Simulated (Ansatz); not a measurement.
Mulliken charges of `C=C(N)[TeH]` from B3LYP/def2-TZVPP in Ansatz (PBE0-D4/def2-TZVP geometry).

```
atom   x (Å)   y (Å)   z (Å)  charge (e)
  C1   0.262   1.086  -0.879      -0.321
  C2   0.048   0.134   0.032       0.065
  N3   0.328  -1.208  -0.120      -0.304
 Te4  -0.800   0.659   1.894       0.105
  H5   0.797   0.862  -1.798       0.078
  H6  -0.109   2.091  -0.745       0.111
  H7   0.638  -1.688   0.709       0.157
  H8   0.870  -1.439  -0.941       0.142
  H9  -1.944  -0.543   1.830      -0.032
```

Question: By hand: the dipole of these point charges (1 e Å = 4.8032 D).

Answer: Σ q r = (0.071, -0.056, 0.216) e Å, of length 0.234 e Å = 1.12 D.

Question: How does the dipole of the full density compare? (Estimate.)

Answer: Computed: (0.230, -0.235, -0.054) e Å, 1.60 D; the point charges give 0.70 times that, at 77° from its direction.

Point charges leave out the atoms' own dipoles, such as those of lone pairs, and Mulliken's split depends on the basis, so the two needn't agree.

B3LYP here is the variant with VWN-RPA as its local correlation; programs differ in this.
